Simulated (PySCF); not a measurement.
## Fractional electron number in Cd (cadmium, neutral)

The 5s beta orbital of [Kr] 4d10 5s2 is emptied in steps (occupation f), with all orbitals relaxed, ending at [Kr] 4d10 5s1. Calculation: PySCF 2.14, in x2c-TZVPall (8s6p6d1f, 63 functions); the spin-free X2C one-electron Hamiltonian (Gaussian nucleus). The exact energy is a straight line in f; departures are measured from the line between the end points of the same method.

```json
{"f": "1", "UHF (eV)": "0.000", "LDA (eV)": "0.000", "PBE (eV)": "0.000", "PBE0 (eV)": "0.000", "r2SCAN (eV)": "0.000", "LC-wPBE (eV)": "0.000", "BHandHLYP (eV)": "0.000", "wB97X (eV)": "0.000", "MN15 (eV)": "0.000", "B3LYP (eV)": "0.000"}
{"f": "0.8", "UHF (eV)": "0.048", "LDA (eV)": "-0.559", "PBE (eV)": "-0.548", "PBE0 (eV)": "-0.390", "r2SCAN (eV)": "-0.483", "LC-wPBE (eV)": "0.001", "BHandHLYP (eV)": "-0.264", "wB97X (eV)": "-0.081", "MN15 (eV)": "-0.275", "B3LYP (eV)": "-0.442"}
{"f": "0.6", "UHF (eV)": "0.069", "LDA (eV)": "-0.843", "PBE (eV)": "-0.828", "PBE0 (eV)": "-0.588", "r2SCAN (eV)": "-0.725", "LC-wPBE (eV)": "-0.001", "BHandHLYP (eV)": "-0.401", "wB97X (eV)": "-0.122", "MN15 (eV)": "-0.397", "B3LYP (eV)": "-0.668"}
{"f": "0.4", "UHF (eV)": "0.066", "LDA (eV)": "-0.847", "PBE (eV)": "-0.834", "PBE0 (eV)": "-0.591", "r2SCAN (eV)": "-0.722", "LC-wPBE (eV)": "-0.004", "BHandHLYP (eV)": "-0.406", "wB97X (eV)": "-0.121", "MN15 (eV)": "-0.375", "B3LYP (eV)": "-0.673"}
{"f": "0.2", "UHF (eV)": "0.042", "LDA (eV)": "-0.567", "PBE (eV)": "-0.559", "PBE0 (eV)": "-0.395", "r2SCAN (eV)": "-0.482", "LC-wPBE (eV)": "-0.005", "BHandHLYP (eV)": "-0.274", "wB97X (eV)": "-0.074", "MN15 (eV)": "-0.227", "B3LYP (eV)": "-0.452"}
{"f": "0", "UHF (eV)": "0.000", "LDA (eV)": "0.000", "PBE (eV)": "0.000", "PBE0 (eV)": "0.000", "r2SCAN (eV)": "0.000", "LC-wPBE (eV)": "0.000", "BHandHLYP (eV)": "0.000", "wB97X (eV)": "0.000", "MN15 (eV)": "0.000", "B3LYP (eV)": "0.000"}
```

```csv
method,E(f=0) − E(f=1) (eV),−ε at f=1 (eV),−ε at f=0.4 (eV)
UHF,7.331,7.644,7.263
LDA,9.408,5.939,10.096
PBE,9.041,5.643,9.708
PBE0,8.765,6.339,9.244
r2SCAN,8.851,5.840,9.457
LC-wPBE,8.481,8.486,8.464
BHandHLYP,8.653,7.015,8.964
wB97X,8.954,8.462,9.074
MN15,9.000,7.241,9.451
B3LYP,9.081,6.338,9.616
```

Orbital energy along the path (eV):

```json
{"f": "1", "UHF": "-7.644", "LDA": "-5.939", "PBE": "-5.643", "PBE0": "-6.339", "r2SCAN": "-5.840", "LC-wPBE": "-8.486", "BHandHLYP": "-7.015", "wB97X": "-8.462", "MN15": "-7.241", "B3LYP": "-6.338"}
{"f": "0.8", "UHF": "-7.500", "LDA": "-7.297", "PBE": "-6.966", "PBE0": "-7.292", "r2SCAN": "-7.037", "LC-wPBE": "-8.480", "BHandHLYP": "-7.648", "wB97X": "-8.644", "MN15": "-8.009", "B3LYP": "-7.408"}
{"f": "0.6", "UHF": "-7.373", "LDA": "-8.684", "PBE": "-8.321", "PBE0": "-8.260", "r2SCAN": "-8.253", "LC-wPBE": "-8.469", "BHandHLYP": "-8.296", "wB97X": "-8.849", "MN15": "-8.760", "B3LYP": "-8.500"}
{"f": "0.4", "UHF": "-7.263", "LDA": "-10.096", "PBE": "-9.708", "PBE0": "-9.244", "r2SCAN": "-9.457", "LC-wPBE": "-8.464", "BHandHLYP": "-8.964", "wB97X": "-9.074", "MN15": "-9.451", "B3LYP": "-9.616"}
{"f": "0.2", "UHF": "-7.165", "LDA": "-11.523", "PBE": "-11.125", "PBE0": "-10.244", "r2SCAN": "-10.654", "LC-wPBE": "-8.486", "BHandHLYP": "-9.660", "wB97X": "-9.300", "MN15": "-9.989", "B3LYP": "-10.759"}
{"f": "0", "UHF": "-7.078", "LDA": "-12.960", "PBE": "-12.545", "PBE0": "-11.225", "r2SCAN": "-11.858", "LC-wPBE": "-8.530", "BHandHLYP": "-10.397", "wB97X": "-9.178", "MN15": "-10.208", "B3LYP": "-11.934"}
```

As f goes to zero the orbital energy of a semilocal functional can turn back, because the density of that orbital vanishes from the exchange-correlation potential.

Reference removal energy between the ground levels: 8.994 eV (measured; NIST Atomic Spectra Database, ionization energies). UHF lacks correlation.
